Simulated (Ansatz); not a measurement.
Input for Ansatz (a quantum-chemistry and plane-wave program): R-wB97X-V/def2-TZVPP on CH6OSi (SMILES CO[SiH3]).

Ansatz 0.2 input:
```yaml
crystal:
  periodic: [false, false, false]
  atoms:
    - {symbol: C, position_ang: [1.34137554, -0.25450789, -0.15915833]}
    - {symbol: O, position_ang: [0.25096116, -0.11546609, 0.73715549]}
    - {symbol: Si, position_ang: [-1.28138614, 0.23433453, 0.25019942]}
    - {symbol: H, position_ang: [2.23389148, -0.47531572, 0.42567838]}
    - {symbol: H, position_ang: [1.17340936, -1.07403401, -0.86550973]}
    - {symbol: H, position_ang: [1.51201594, 0.66755419, -0.72443946]}
    - {symbol: H, position_ang: [-1.32658741, 1.53596781, -0.46478181]}
    - {symbol: H, position_ang: [-2.10643127, 0.29186349, 1.47256904]}
    - {symbol: H, position_ang: [-1.79724868, -0.81039634, -0.67171298]}
basis:
  gaussian:
    orbitals: def2-TZVPP
hamiltonian:
  xc: {name: wB97X-V}
scf: {lower_state_search: off}
```

Program output:

```
WARN ansatz: RAYON_NUM_THREADS=2 ignored (pool sized by the plan → 2); use --threads N
Functional definition: wB97X-V
these checks for a lower state are left out or cut short: stability, starts, cluster_reference, orbital_swaps, neighbouring_geometries, increment
integrals: 0.12 GiB planned
976 factors; their error is unknown
integrals: 0.15 GiB planned
244 factors; integrals over basis functions are off by at most 1.2e-5 eV
mean field: 1.01 GiB planned
mean field evaluation 1: about -11056.3947 eV, gradient 4.1e1 eV
mean field evaluation 2: about -11056.0955 eV, gradient 4.5e1 eV
mean field evaluation 4: about -11059.3562 eV, gradient 1.5e0 eV
mean field evaluation 8: about -11059.3718 eV, gradient 3.7e-1 eV
mean field evaluation 16: about -11059.3720 eV, gradient 5.4e-6 eV
mean field -11059.37196648 eV, -406.4244234566 hartree, gradient 5.5e-6 eV, S^2 0.000000; 0 other end points of the search recorded, 0 dependent functions left out
reference -11059.37196445 eV, -406.4244233820 hartree; 17, 17 occupied and 171, 171 virtual orbitals, 976 factors
Total energy: -11059.37196445 eV, -406.4244233820 hartree
Checks for a lower state left out: stability, starts, cluster_reference, orbital_swaps, neighbouring_geometries, increment
```

The calculation finished and met its thresholds.

Cost: around 6 core-seconds (rough).
